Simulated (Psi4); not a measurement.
Cl₂Se (SMILES Cl[Se]Cl), singlet, at a GFN2-xTB geometry. Base run: BLYP/STO-3G in Psi4.

Psi4 was given this input:
```
memory 2 GB

molecule mol {
0 1
Se    0.001365    0.001249    0.686465
Cl    1.041334    1.259457   -0.690832
Cl   -1.044063   -1.261955   -0.682097
}

set {
  basis sto-3g
  reference rks
}

energy('blyp')
print_variables()
```

The base run was repeated with changes; each row names its change, and settings that it needs were set with it.

```json
[
 {"change": "base", "ΔE vs base (mEh)": "0.000", "SCF cycles": "7", "grid points": "58025", "basis functions": "36"},
 {"change": "scf_type = pk", "ΔE vs base (mEh)": "3.342", "SCF cycles": "7", "grid points": "58025", "basis functions": "36"},
 {"change": "dft_radial_scheme = mura", "ΔE vs base (mEh)": "-0.043", "SCF cycles": "7", "grid points": "61302", "basis functions": "36"},
 {"change": "dft_pruning_scheme = treutler", "ΔE vs base (mEh)": "0.128", "SCF cycles": "7", "grid points": "29007", "basis functions": "36"},
 {"change": "dft_radial_scheme = becke", "ΔE vs base (mEh)": "-0.003", "SCF cycles": "7", "grid points": "52051", "basis functions": "36"},
 {"change": "puream = false", "ΔE vs base (mEh)": "[?]", "SCF cycles": "7", "grid points": "58025", "basis functions": "[?]"},
 {"change": "puream = true", "ΔE vs base (mEh)": "0.000", "SCF cycles": "7", "grid points": "58025", "basis functions": "36"},
 {"change": "dft_spherical_points = 434", "ΔE vs base (mEh)": "0.009", "SCF cycles": "7", "grid points": "83129", "basis functions": "36"},
 {"change": "soscf = true", "ΔE vs base (mEh)": "0.000", "SCF cycles": "6", "grid points": "58025", "basis functions": "36"},
 {"change": "scf_type = direct", "ΔE vs base (mEh)": "3.342", "SCF cycles": "9", "grid points": "58025", "basis functions": "36"},
 {"change": "dft_radial_points = 99", "ΔE vs base (mEh)": "-0.035", "SCF cycles": "7", "grid points": "76797", "basis functions": "36"},
 {"change": "scf_initial_accelerator = none", "ΔE vs base (mEh)": "0.000", "SCF cycles": "7", "grid points": "58025", "basis functions": "36"},
 {"change": "guess = gwh", "ΔE vs base (mEh)": "0.000", "SCF cycles": "9", "grid points": "58025", "basis functions": "36"}
]
```

Q: What belongs in the gaps?

A: 
- puream = false, ΔE vs base (mEh): -762.1
- puream = false, basis functions: 37
